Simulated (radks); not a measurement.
The numbers below are computed, except where a source is named.
Species: Cs39+. Configuration: [Ne] 3s2 3p4.

Code: a radial shooting solver on a logarithmic mesh with Libxc functionals. Model: Dirac Kohn-Sham, PBE, spin-unpolarised, spherical densities, finite nucleus; open shells fill j = l - 1/2 first; Fermi nuclear charge, rms radius 4.8041 fm.

Energy parts (eV):
part                      energy
total                 -176655.28
kinetic                190189.57
electron-nucleus      -388211.39
Hartree                 24520.00
exchange-correlation    -3153.45

Orbitals (lengths in bohr, moments of r in powers of bohr; <r^-3> diverges for s and p1/2):
\begin{tabular}{lrrrr}
orbital & occ. & eigenvalue (eV) & <r^-3> & small-component weight \\ \hline
1s1/2 & 2 & -38082.03 & - & 4.12e-02 \\
2s1/2 & 2 & -7837.034 & - & 9.08e-03 \\
2p1/2 & 2 & -7530.946 & - & 9.06e-03 \\
2p3/2 & 4 & -7170.515 & 6064 & 8.59e-03 \\
3s1/2 & 2 & -3018.825 & - & 3.37e-03 \\
3p1/2 & 2 & -2906.409 & - & 3.32e-03 \\
3p3/2 & 2 & -2817.559 & 1537 & 3.20e-03 \\
3d3/2 & 0 & -2653.993 & 263.6 & 3.06e-03 \\
3d5/2 & 0 & -2632.887 & 242.7 & 3.03e-03 \\
4s1/2 & 0 & -1575.382 & - & 1.69e-03 \\
\end{tabular}

The highest occupied level is 3p3/2 at -2817.6 eV. The electron density at the nucleus is 2.971e+05 e/bohr^3. The density falls to 0.001 e/bohr^3 at r = 0.77 bohr. Summed over all electrons, <r^2> = 0.5818 bohr^2, which gives a Langevin (diamagnetic) susceptibility term of -0.461 x 10^-6 cm^3/mol.
